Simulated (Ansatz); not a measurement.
Computed with Ansatz on PBE0-D4/def2-TZVP structures; ΔE is electronic, products minus reactants. CBS: MP2 limit from def2 TZ/QZ plus the TZ coupled-cluster correction, frozen cores. This one scheme is used for every species. Functionals use def2-TZVPP. For Br outer-core shells are correlated without core-valence functions, which leaves a few kJ/mol of doubt a bond. Scalar relativity is left out up to krypton.

Consider the ligand exchange at the Al–F bond: `[F][Al]([F])[Br]` + HBr → `[F][Al]([Br])[Br]` + H–F.

`[F][Al]([F])[Br]`:

```xyz
4

F    -1.503   -0.580    0.564
Al   -0.050    0.022    0.128
F     0.807    0.881    1.219
Br    0.746   -0.323   -1.911
```

HBr:

Cartesian coordinates in Å:
```
Br -0.102 0.335 0.618
H 0.102 -0.335 -0.618
```

`[F][Al]([Br])[Br]`:

Z-matrix (Å, degrees):
```
Al
F 1 1.634
Br 1 2.222 2 119.0
Br 1 2.222 2 119.0 3 180.0
```

H–F:

Cartesian coordinates in Å:
```
F 0.290 -0.327 -0.143
H -0.290 0.327 0.143
```

| level | ΔE (eV) |
| --- | --- |
| BHLYP-D4 | 0.22 |
| MP2/def2-QZVPP | 0.17 |
| SCS-MP2/def2-QZVPP | 0.23 |
| HF/CBS(def2) | 0.29 |

What does CCSD(T)/CBS give? (Estimate.)

Computed: +0.19 eV. The listed levels differ from it by 0.03, -0.02, 0.04, 0.10 eV.

Largest T1 diagnostic among the species: 0.010.

At CCSD(T), def2-SVP lies +0.13 eV from the extrapolated value and def2-TZVPP +0.05 eV. From r2SCAN to r2SCAN0 (25 % exact exchange), in def2-TZVPP and without D4, ΔE moves by −0.04 eV.
